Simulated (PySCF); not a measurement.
**HfH4: fields on a plane**

All numbers come from r2SCAN in PySCF with Hf def2-TZVP with ECP60, H def2-TZVP; scalar-relativistic core potentials, no spin–orbit coupling; density-fitted integrals.

The singlet minimum has Hf–H 1.848 Å (×4); H–Hf–H 109.5° (×6).

The plane holds Hf1 at (0.00, 0.00), H2 at (1.85, 0.00), H3 at (-0.62, 1.74) Å. Columns run from x = -2.55 to 4.05 Å, rows from y = 4.05 (top) to -1.95 Å, in steps of 0.3 Å. Other isomers or separated fragments may lie lower. Core electrons replaced by a potential are absent, the electrostatic potential uses the reduced nuclear charge, and values within about 0.7 Å of such atoms have no physical meaning.

Give the electrostatic potential (V) (cut at 20 V). Lower edges of the bins (V): '0' -0.56, '1' -0.44, '2' -0.24, '3' 0.06, '4' 0.54, '5' 1.31, '6' 2.53, '7' 4.45, '8' 7.50, '9' 12.34; top 20.0.


```
22222112222222222222222
22211111122222222222222
22111000112222222222222
21100000012223333222222
21100001012233333322222
21101233222333333322222
21113577533343333222222
22124799754444433222222
32235899866655432222222
33345789877765432211122
44456789999876532111112
44567899999986553200111
45668999999997786310011
45678999999998998510011
45678999999998998510011
45678999999997786310011
45567899999986553200111
44556789999876532111112
34456678888765432211222
33445566777665433222222
33344455666555433322222
```

Give the electron density (e/Å³) (cut at 5 e/Å³). Lower edges of the bins (e/Å³): '0' 0.000, '1' 0.030, '2' 0.076, '3' 0.151, '4' 0.268, '5' 0.455, '6' 0.750, '7' 1.218, '8' 1.960, '9' 3.136; top 5.00.


```
00000000000000000000000
00000000000000000000000
00000000000000000000000
00000000000000000000000
00000011000000000000000
00001122210000000000000
00012344321000000000000
00012466431000000000000
00013577532100000000000
00013466542110000000000
00012455543211211000000
00012356776433332100000
00001369998644553210000
00001479119756775310000
00001479119756775310000
00001368999644553210000
00001246776433332100000
00000123443222211000000
00000011111101000000000
00000000000000000000000
00000000000000000000000
```

With an element this heavy the missing spin–orbit coupling can shift these numbers.
